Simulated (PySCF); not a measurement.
Si3H7NClOF

The system: Si3H7NClOF, a molecule drawn to mimic a surface site (built as: Si site whose three back bonds go to F, Cl, N(SiH3)2; end group OH); neutral, singlet. The structure, one conformer, was relaxed in the gas phase by PBE0-D3(BJ)/def2-SVP. No frequency run checks that it is a minimum.

SMILES: O[Si](F)(Cl)N([SiH3])[SiH3]

```xyz
14

Si   -1.214   -0.842    0.888
F    -1.645   -2.263    0.258
Cl   -2.965    0.224    1.004
N    -0.023   -0.083   -0.061
Si   -0.260    0.161   -1.792
Si    1.456    0.515    0.705
O    -0.554   -1.039    2.374
H    -1.596   -0.395   -2.147
H    -0.215    1.615   -2.124
H     0.804   -0.541   -2.569
H     2.201    1.226   -0.379
H     1.148    1.477    1.801
H     2.300   -0.595    1.229
H    -1.128   -1.196    3.129
```
Atom numbers follow the order of the file, from 1.

Shieldings: GIAO PBE0/pcSseg-1. Shifts are against computed references at the same level: H TMS (σ 31.27 ppm), Si TMS (σ 352.0 ppm). Core levels by delta-SCF with SCAN, pcX-2 on the ionised atom and pcseg-1 elsewhere, spin-free X2C (2p3/2 is the spin-free 2p value less a third of a first-order spin-orbit splitting); from the vacuum level, for chosen atoms.

Question: Give the NMR and core-level values of the distinct atoms.

Answer: 
```tsv
atoms	bonded to	σ (ppm)	δ (ppm)	core level (eV)
Si1	1 Cl + 1 F + 1 N + 1 O	397.6	-45.6	2p3/2 109.28
F2	1 Si	290.7	-	1s 692.63
Cl3	1 Si	889.6	-	2p3/2 206.33
N4	3 Si	253.7	-	1s 404.40
Si5	1 N + 3 H	400.2	-48.2	-
Si6	1 N + 3 H	395.8	-43.8	-
O7	1 Si + 1 H	261.9	-	1s 539.47
H8 H9 H10	1 Si	26.63	4.64	-
H11 H12 H13	1 Si	26.57	4.70	-
H14	1 O	28.79	2.47	-
```

Values are those of this one static structure, with the three H of a rotating XH3 group averaged; atoms that internal rotation interchanges would show their mean in an NMR spectrum.

Question: By CAM-B3LYP/def2-SVPD (TDDFT singlets, Tamm-Dancoff triplets, ionisation by delta-SCF), where does absorption start, and what does vertical ionisation take?

Answer: The lowest singlet lies at 6.78 eV (f 0.004), the strongest of the first 6 at 7.87 eV (f 0.042), the lowest triplet at 6.44 eV; vertical ionisation takes 10.06 eV.
